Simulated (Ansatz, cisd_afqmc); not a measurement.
System: H$_{2}$Te, charge 1, doublet. H2Te+ (parent SMILES [TeH2], doublet).
B3LYP-D3(BJ)/def2-TZVP minimum from Ansatz (a quantum-chemistry and plane-wave program):
```xyz
3

Te    -0.0009     0.0436    -0.0005
H     -1.1634    -1.1566     0.0059
H      1.2085    -1.1094     0.0184
```
Charge +1, spin multiplicity 2.

Total energies in def2-SVP, 7 correlated electrons, 9 frozen orbitals. Radicals and triplets start from unrestricted determinants; spin-orbit coupling is neglected. Cores are frozen in correlated methods (noble-gas shells, and filled d and f shells in the p block). Past Kr the def2 sets carry scalar-relativistic core potentials. AFQMC is phaseless with a CISD trial state; ± is one standard error, without the phaseless bias. Outlying blocks are dropped, and bars are widened where a walk drifts. Over all cases where full CI ran beside it in this data, AFQMC minus full CI had a median of +0.1 mEh and passed +0.4 mEh in a tenth of the cases. Spin-orbit terms, left out, reach several kcal/mol for Br and I, and more for heavier atoms. The spin of H2Te+ (parent SMILES [TeH2], doublet) was assumed, and the state is the lowest solution found for it.

| method | program | energy (Eh) | minus CCSDTQ (mEh) |
|---|---|---|---|
| HF | Ansatz | -267.84411 | 114.88 |
| MP2 | Ansatz | -267.93291 | 26.08 |
| CCSD | Ansatz | -267.95607 | 2.92 |
| CCSD(T) | Ansatz | -267.95838 | 0.61 |
| CCSDT(Q) | Ansatz | -267.95897 | 0.01 |
| CCSDTQ | Ansatz | -267.95899 | 0.00 |
| AFQMC/CISD | cisd_afqmc | -267.9588 ± 0.0001 | 0.2 ± 0.1 |

Rough core times of Ansatz's runs on a shared machine: CCSD(T) under 20 s, CCSDT(Q) under 20 s, CCSDTQ 2 min.
